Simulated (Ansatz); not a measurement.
```yaml
crystal:
  periodic: [false, false, false]
  atoms:
    - {symbol: B, position_ang: [-0.454108, 1.436316, -0.119417]}
    - {symbol: N, position_ang: [0.111480, 0.132997, 0.056087]}
    - {symbol: C, position_ang: [1.228698, -0.134429, -0.497963]}
    - {symbol: Si, position_ang: [-1.205951, -0.997817, 0.573615]}
    - {symbol: Cl, position_ang: [-0.299655, -1.712647, 2.032961]}
    - {symbol: H, position_ang: [0.313857, 2.162800, -0.851030]}
    - {symbol: H, position_ang: [-1.572878, 2.037113, 0.425593]}
    - {symbol: H, position_ang: [1.763640, 0.556882, -0.878013]}
    - {symbol: H, position_ang: [1.093314, -0.895337, -1.202314]}
    - {symbol: H, position_ang: [1.849978, -0.768642, 0.497376]}
    - {symbol: H, position_ang: [-1.174501, -1.963601, -0.771226]}
    - {symbol: H, position_ang: [-2.542631, -0.021132, 0.890329]}
basis:
  gaussian: {orbitals: LANL2DZ}
total_charge: -1
magnetization: {spin_polarized: true, initial_magnetization: 1}
hamiltonian: {xc: {name: PBE}}
```

```sh
$ ansatz run in.yaml --threads 4 --pin off --events-out ev --progress --plain --max-ram 10444MiB
```

How does Ansatz answer? (Estimate.)

The calculation gave: The program refused the input.
```
Error: <dir> can't be read: No such file or directory (os error 2)
```
